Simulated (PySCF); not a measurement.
## Identify the compound

The spectra below were simulated for a compound C₇H₁₁BF₂O₂.

1H NMR (600 MHz, computed): δ 8.00 (q, J = 1.1 Hz, 1H), 5.04 (ttd, J = 4.0, 2.8, 1.4 Hz, 1H), 2.04 (m, 2H), 1.73 (qd, J = 15.2, 4.3 Hz, 2H), 1.49 (m, 2H), 1.35 (m, 2H), 0.94 (ttt, J = 15.2, 4.3, 3.9 Hz, 1H).

13C{1H} NMR (computed): δ 159.5 (CH), 70.3 (CH), 33.8 (CH2), 25.7 (CH, t, J = 28.5 Hz), 24.3 (CH2).

- shieldings: GIAO PBE/pcSseg-1
- J: B3LYP/pcJ-1 (spin–dipole term only in couplings to heteroatoms)
- coordinates at the PBE0-D3(BJ)/def2-SVP level
- run in PySCF
- relativity neglected, rapidly exchanging positions averaged, one computed conformer, gas phase

δ = σ(ref) − σ, references computed at the same level: 1H (σ = 31.20 ppm) and 13C (σ = 180.03 ppm) vs TMS.

Problem. Deduce the structure.

Solution. 
5 carbon signals for 7 carbons: some carbons are equivalent by symmetry or fast rotation. Carbon types of the structure: 3 × CH, 4 × CH2, which accounts for all hydrogens. δC 159.5: ester carbonyl carbon; lone-pair donation from the attached heteroatom keeps it upfield of a ketone carbonyl. δC 70.3: sp3 CH bonded to O; the inductive effect lowers its shielding. δC 33.8, 24.3: sp3 CH2 in a ring; a saturated carbon with 2 carbon neighbours and no heteroatom attached. δC 25.7: sp3 CH bonded to B. δH 5.04: hydrogen on an sp3 CH bonded to O; its carbon carries O, hence the downfield position. δH 2.04, 1.73, 1.49, 1.35: hydrogen on an sp3 CH2 in a ring. δH 0.94: hydrogen on an sp3 CH bonded to B. The protons at 1.73 and 0.94 share a coupling of 15.2 Hz (vicinal).

These data were computed for SMILES [C@H]1(OC=O)CC[C@@H](B(F)F)CC1.

This is the structure that produced the data.

A carbon bonded to boron is broadened by the quadrupolar boron nucleus and is often missing from a measured spectrum. C–F couplings over four or more bonds (about 3 Hz to the para carbon of a fluoroarene) are left out. Multiplet labels drop couplings under 1 Hz and merge nearly equal ones. Couplings among chemically equivalent protons are left out too, so labels in AA′BB′ or AA′XX′ sets are apparent multiplicities. Unscaled 3J(H,H) at this level run about 10 % above measured values. Shifts are as computed. Against solution values, carbons near 30 ppm lie about +2 ppm off and those near 130 ppm about +2 ppm. Of 1313 compounds with measured shifts, 239 miss one by over three times the rms of a fit or turn the order of signals round; such compounds aren't used in these exercises. Only one conformer was computed, so three-bond couplings in flexible chains and rings are approximate.
